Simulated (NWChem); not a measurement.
The numbers come from NWChem runs, not from measurements. System: H$_{2}$S$_{2}$Si, charge 0, spin multiplicity 1, at a geometry optimised with PBE/def2-SVP. The structure started from a generated list of species. Level: TDA-BHandHLYP/def2-SVPD.

The NWChem input:

```
start mol
memory heap 200 mb stack 900 mb global 1100 mb
geometry units angstroms nocenter noautoz
  Si     0.434294     0.922399     0.000000
  S      1.377895    -1.041296     0.000000
  H      0.283317    -1.862142     0.000000
  S     -1.640071     0.255913     0.000000
  H     -2.168613     1.514692     0.000000
  symmetry group Cs
end
basis spherical
  * library def2-svpd
end
dft
  xc bhlyp
  semidirect memsize 60000000 filesize 0
  iterations 100
end
tddft
  cis
  nroots 6
  notriplet
  thresh 1e-4
end
task tddft energy
```

NWChem printed:

```
             Northwest Computational Chemistry Package (NWChem) 7.3.0
             --------------------------------------------------------

                                NWChem Input Module
                                -------------------

 Scaling coordinates for geometry "geometry" by  1.889725989
 (inverse scale =  0.529177249)

 Turning off AUTOSYM since
 SYMMETRY directive was detected!

                             Geometry "geometry" -> ""
                             -------------------------

 Output coordinates in angstroms (scale by  1.889725989 to convert to a.u.)

  No.       Tag          Charge          X              Y              Z
 ---- ---------------- ---------- -------------- -------------- --------------
    1 Si                  14.0000     0.43429400     0.92239900     0.00000000
    2 S                   16.0000     1.37789500    -1.04129600     0.00000000
    3 H                    1.0000     0.28331700    -1.86214200     0.00000000
    4 S                   16.0000    -1.64007100     0.25591300     0.00000000
    5 H                    1.0000    -2.16861300     1.51469200     0.00000000

 Effective nuclear repulsion energy (a.u.)     172.8965693780

            Nuclear Dipole moment (a.u.)
            ----------------------------
        X                 Y               Z
 ---------------- ---------------- ----------------
     0.0000075589     0.0000151178     0.0000000000

      Symmetry information
      --------------------

 Group name             Cs
 Group number              2
 Group order               2
 No. of unique centers     5

      Symmetry unique atoms

     1    2    3    4    5


 Summary of "ao basis" -> "" (spherical)
 ------------------------------------------------------------------------------
       Tag                 Description            Shells   Functions and Types
 ---------------- ------------------------------  ------  ---------------------
 *                         def2-svpd                  on all atoms

                                 NWChem DFT Module
                                 -----------------
[...]
     Pearson C.C. =   0.0096

     Occ.   21  a'  ---  Virt.   28  a'       0.08232
     Occ.   21  a'  ---  Virt.   29  a'       0.08514
     Occ.   21  a'  ---  Virt.   36  a'       0.05501
     Occ.   22  a"  ---  Virt.   25  a"       0.71164
     Occ.   23  a"  ---  Virt.   25  a"       0.11033
     Occ.   24  a'  ---  Virt.   26  a'      -0.51495
     Occ.   24  a'  ---  Virt.   27  a'      -0.12905
     Occ.   24  a'  ---  Virt.   28  a'       0.38190
     Occ.   24  a'  ---  Virt.   29  a'       0.08428
     Occ.   24  a'  ---  Virt.   40  a'       0.08541
  ----------------------------------------------------------------------------
  Root   5 singlet a"             0.218008028 a.u.                5.9323 eV
  ----------------------------------------------------------------------------
     Transition Moments    X -0.00000   Y  0.00000   Z -0.17994
     Transition Moments   XX  0.00000  XY  0.00000  XZ  0.01344
     Transition Moments   YY -0.00000  YZ -0.40780  ZZ -0.00000
     Dipole Oscillator Strength                    0.0047056798
     Electric Quadrupole                           0.0000000092
     Magnetic Dipole                               0.0000001706
     Total Oscillator Strength                     0.0047058596

          sigma_e =   2.3731 Angstrom
          sigma_h =   2.0034 Angstrom
         |d_h->e| =   0.1744 Angstrom
            d_exc =   2.8972 Angstrom
            d_CD1 =   0.5441 Angstrom
            d_CD2 =  -2.0138 Angstrom
            d_CD3 =   3.0716 Angstrom
     Pearson C.C. =   0.1348

     Occ.   21  a'  ---  Virt.   25  a"       0.20807
     Occ.   22  a"  ---  Virt.   26  a'       0.09252
     Occ.   22  a"  ---  Virt.   29  a'      -0.09404
     Occ.   22  a"  ---  Virt.   32  a'       0.07571
     Occ.   22  a"  ---  Virt.   36  a'      -0.09247
     Occ.   22  a"  ---  Virt.   38  a'       0.05154
     Occ.   23  a"  ---  Virt.   26  a'       0.84601
     Occ.   23  a"  ---  Virt.   27  a'       0.33529
     Occ.   23  a"  ---  Virt.   28  a'      -0.23083
     Occ.   23  a"  ---  Virt.   29  a'      -0.11660
     Occ.   23  a"  ---  Virt.   30  a'       0.07719
     Occ.   23  a"  ---  Virt.   36  a'      -0.05309
  ----------------------------------------------------------------------------
  Root   6 singlet a'             0.229995780 a.u.                6.2585 eV
  ----------------------------------------------------------------------------
     Transition Moments    X  1.13806   Y  0.09691   Z  0.00000
     Transition Moments   XX -1.54710  XY  2.17443  XZ  0.00000
     Transition Moments   YY  1.08953  YZ -0.00000  ZZ  0.62830
     Dipole Oscillator Strength                    0.2000321520
     Electric Quadrupole                           0.0000004348
     Magnetic Dipole                               0.0000010068
     Total Oscillator Strength                     0.2000335936

          sigma_e =   2.3853 Angstrom
          sigma_h =   1.9776 Angstrom
         |d_h->e| =   0.5795 Angstrom
            d_exc =   3.1601 Angstrom
            d_CD1 =   0.9872 Angstrom
            d_CD2 =  -1.6020 Angstrom
            d_CD3 =   3.7396 Angstrom
     Pearson C.C. =  -0.0052

     Occ.   20  a'  ---  Virt.   26  a'      -0.08645
     Occ.   21  a'  ---  Virt.   26  a'      -0.20384
     Occ.   22  a"  ---  Virt.   25  a"      -0.57856
     Occ.   23  a"  ---  Virt.   25  a"       0.11244
     Occ.   24  a'  ---  Virt.   26  a'      -0.67455
     Occ.   24  a'  ---  Virt.   27  a'      -0.32641
     Occ.   24  a'  ---  Virt.   40  a'      -0.05575

              Target root =      1
          Target symmetry = none
      Ground state energy =  -1086.773021254984
        Excitation energy =      0.147384946845
     Excited state energy =  -1086.625636308139

  stored tddft:energy   -1086.6256363081393

 Task  times  cpu:      121.7s     wall:      121.7s

 Total times  cpu:      121.7s     wall:      121.7s
```
